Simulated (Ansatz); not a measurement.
Computed with Ansatz on PBE0-D4/def2-TZVP structures; ΔE is electronic, products minus reactants. CBS: MP2 limit from def2 TZ/QZ plus the TZ coupled-cluster correction, frozen cores. DFT in def2-TZVPP. For Ga outer-core shells are correlated without core-valence functions, which leaves a few kJ/mol of doubt a bond. Scalar relativity is left out up to krypton. Each species was taken in one conformer, which may not be the lowest.

Consider the cleavage of the B–Si bond: `B[SiH]1OP1` + `[OH][Ga]([Cl])[O][SiH3]` → `B[O][Ga]([Cl])[O][SiH3]` + `O1[SiH2]P1`.

`B[SiH]1OP1`:

Cartesian coordinates in Å:
```
B 0.036 0.921 -1.070
Si -0.819 -0.388 0.090
O 0.068 -1.769 0.479
P 0.573 -0.745 1.742
H 1.121 0.676 -1.502
H -0.449 1.998 -1.245
H -2.263 -0.519 0.386
H 1.734 -0.174 1.120
```

`[OH][Ga]([Cl])[O][SiH3]`:

Cartesian coordinates in Å:
```
O 2.713 -0.521 -1.087
Ga 1.393 0.301 -0.253
Cl 1.729 2.177 0.662
O -0.201 -0.453 -0.190
Si -1.675 -0.107 0.440
H 2.443 -1.363 -1.462
H -1.615 -0.052 1.926
H -2.175 1.200 -0.064
H -2.612 -1.182 0.027
```

`B[O][Ga]([Cl])[O][SiH3]`:

```xyz
11

B    -1.350    1.620   -0.488
O    -0.217    2.074    0.079
Ga    1.090    1.048    0.738
Cl    2.655    2.005    1.770
O     1.111   -0.692    0.538
Si    0.286   -1.937   -0.137
H    -2.136    2.428   -0.901
H    -1.572    0.436   -0.578
H     0.053   -1.693   -1.586
H     1.105   -3.164    0.028
H    -1.025   -2.125    0.538
```

`O1[SiH2]P1`:

Cartesian coordinates in Å:
```
O -0.961 0.538 0.634
Si -0.033 -0.695 -0.003
P -0.266 1.309 -0.754
H -0.790 -1.833 -0.567
H 1.113 -1.114 0.833
H 0.937 1.795 -0.143
```

```json
{"level": "ωB97X-V", "ΔE (eV)": "-1.46"}
{"level": "ωB97M-V", "ΔE (eV)": "-1.46"}
{"level": "HF/def2-TZVPP", "ΔE (eV)": "-1.69"}
{"level": "SCS-MP2/def2-TZVPP", "ΔE (eV)": "-1.53"}
{"level": "CCSD/def2-TZVPP", "ΔE (eV)": "-1.48"}
{"level": "CCSD(T)/def2-TZVPP", "ΔE (eV)": "-1.44"}
{"level": "MP2/def2-QZVPP", "ΔE (eV)": "-1.47"}
{"level": "MP2/CBS(def2)", "ΔE (eV)": "-1.45"}
```

Problem. What does CCSD(T)/CBS give? (Estimate.)

Solution. Ansatz gave: -1.40 eV. The listed levels differ from it by -0.06, -0.06, -0.29, -0.13, -0.08, -0.04, -0.07, -0.05 eV.

Largest T1 diagnostic among the species: 0.021, so the coupled-cluster value is less sure than usual.

From PBE to PBE0 (25 % exact exchange), in def2-TZVPP and without D4, ΔE moves by −0.12 eV. In def2-TZVPP, CCSD(T) changes the Hartree–Fock value by +0.25 eV (the triples alone add +0.05 eV) and MP2 by +0.20 eV.
